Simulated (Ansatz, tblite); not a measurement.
Adding an electron: Ta2O2⁺ (the lowest doublet isomer of a short search). Charge 1, multiplicity 2. Geometry: PBE0-D4/def2-TZVP. Ansatz, gas phase; energy differences of separate SCF runs; the reduced species is a singlet (the triplet lies 0.04 eV higher at PBE0-D4/def2-TZVP).

| atom | x (Å) | y (Å) | z (Å) |
| --- | --- | --- | --- |
| Ta1 | -0.9848 | 0.5464 | 0.4820 |
| Ta2 | 0.9644 | -0.7509 | 0.0835 |
| O3 | -0.7702 | -0.9454 | -0.6896 |
| O4 | 0.7906 | 1.1498 | 0.1241 |

In the def2 sets Ta takes a core potential; there is no spin–orbit coupling. The xTB rows come from tblite. The structure comes from a short search, and lower isomers may exist.

| level | −HOMO (eV) | −LUMO (eV) | vertical EA (eV) | HOMO–LUMO gap (eV) | remarks |
| --- | --- | --- | --- | --- | --- |
| GFN1-xTB | – | – | 10.95 | – | – |
| GFN2-xTB | – | – | 11.25 | – | – |
| PBE-D4/def2-TZVP | 9.08 | 8.08 | 5.88 | 1.00 | restricted singlet, untested (singlet) |
| PBE0-D4/def2-TZVP | 10.01 | 7.25 | 5.81 | 2.75 | restricted singlet, untested (singlet), spin-contaminated (⟨S²⟩ 0.88) (+1 doublet) |

Run but left out: r2SCAN-D4/def2-TZVP (neutral singlet: restricted singlet with a triplet 0.09 eV lower at the same geometry).  HOMO and LUMO are the levels of the spin that leaves or enters (xTB has no such levels and no spin-polarisation term). Other spin states of the ions may lie lower, which would lower the ionisation energy or raise the affinity. Raw xTB energy differences between charge states are shifted by several eV; the methods need an empirical correction for them.
